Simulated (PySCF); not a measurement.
Cost of excited-state runs on SMILES C#C[C@@H]1N[C@@H]1CCC, C7H11N

Geometry:
```json
{"atom": "C1", "x (Å)": "2.857", "y (Å)": "-1.610", "z (Å)": "-1.285"}
{"atom": "C2", "x (Å)": "2.533", "y (Å)": "-0.570", "z (Å)": "-0.783"}
{"atom": "C3", "x (Å)": "2.136", "y (Å)": "0.635", "z (Å)": "-0.124"}
{"atom": "N4", "x (Å)": "1.581", "y (Å)": "0.593", "z (Å)": "1.223"}
{"atom": "C5", "x (Å)": "0.694", "y (Å)": "0.917", "z (Å)": "0.132"}
{"atom": "C6", "x (Å)": "-0.385", "y (Å)": "-0.042", "z (Å)": "-0.310"}
{"atom": "C7", "x (Å)": "-1.615", "y (Å)": "0.051", "z (Å)": "0.594"}
{"atom": "C8", "x (Å)": "-2.704", "y (Å)": "-0.926", "z (Å)": "0.168"}
{"atom": "H9", "x (Å)": "3.155", "y (Å)": "-2.501", "z (Å)": "-1.749"}
{"atom": "H10", "x (Å)": "2.799", "y (Å)": "1.477", "z (Å)": "-0.298"}
{"atom": "H11", "x (Å)": "1.459", "y (Å)": "-0.354", "z (Å)": "1.573"}
{"atom": "H12", "x (Å)": "0.396", "y (Å)": "1.962", "z (Å)": "0.122"}
{"atom": "H13", "x (Å)": "0.006", "y (Å)": "-1.063", "z (Å)": "-0.296"}
{"atom": "H14", "x (Å)": "-0.669", "y (Å)": "0.188", "z (Å)": "-1.341"}
{"atom": "H15", "x (Å)": "-2.005", "y (Å)": "1.071", "z (Å)": "0.562"}
{"atom": "H16", "x (Å)": "-1.319", "y (Å)": "-0.157", "z (Å)": "1.624"}
{"atom": "H17", "x (Å)": "-3.570", "y (Å)": "-0.840", "z (Å)": "0.820"}
{"atom": "H18", "x (Å)": "-2.339", "y (Å)": "-1.950", "z (Å)": "0.214"}
{"atom": "H19", "x (Å)": "-3.021", "y (Å)": "-0.722", "z (Å)": "-0.852"}
```

PySCF with density fitting, on 1 thread of an Arm Neoverse V1, shared host. Command: `OMP_NUM_THREADS=1 python excited_run.py task.json out`

**Question.** How long does this run take, and how much memory?
- circular dichroism and optical rotation, B3LYP/def2-SVPD; 12 states

**Answer.** 
| run | level | basis functions | wall time | peak memory (GiB) |
| --- | --- | --- | --- | --- |
| circular dichroism and optical rotation | B3LYP/def2-SVPD | 248 | 88 s | 1 |

Times from a shared host are rough.
